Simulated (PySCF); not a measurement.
## How methods differ on the ionisation energy of Kr²⁹⁺

Kr²⁹⁺ [He] 2s2 2p3 [2p1/2^2 2p3/2^1, M_J = 3/2] → Kr³⁰⁺ [He] 2s2 2p2 [2p1/2^2, M_J = 0], as a difference of total energies. Calculation: PySCF 2.14, in an uncontracted even-tempered set (17 s from 10 bohr⁻², ratio 2.4; 12 p from 13 bohr⁻², ratio 2.4; 5 d from 49 bohr⁻², ratio 2.6; 4 f from 73 bohr⁻², ratio 2.6); the two-component X2C-1e Hamiltonian. Correlated levels: nothing frozen; the 32 highest virtual spinors dropped. "Screened" scales the spin-orbit matrix elements by Boettger's factors to mimic the two-electron term; Breit and QED terms are absent.

| method | ionisation energy (eV) |
| --- | --- |
| GHF (spin-free) | 3417.1 |
| GMP2 (spin-free) | 3417.0 |
| GHF (screened spin-orbit) | 3383.6 |
| GMP2 (screened spin-orbit) | 3382.5 |

For this ion Breit and QED terms and the two-electron picture change, all absent here, outweigh the correlation shift from GHF to GMP2.

The spin-free rows relax to the high-spin LS determinant and lack the spin-orbit shift.

The labels give the starting determinants; with spin-orbit coupling the two ends relaxed to ⟨J²⟩ = 3.76, ⟨L²⟩ = 1.45, ⟨S²⟩ = 2.21 and ⟨J²⟩ = 0.00, ⟨L²⟩ = 1.33, ⟨S²⟩ = 1.33.

For comparison: 3380 ± 30 eV (semi-empirical (NIST evaluation); NIST Atomic Spectra Database, ionization energies).
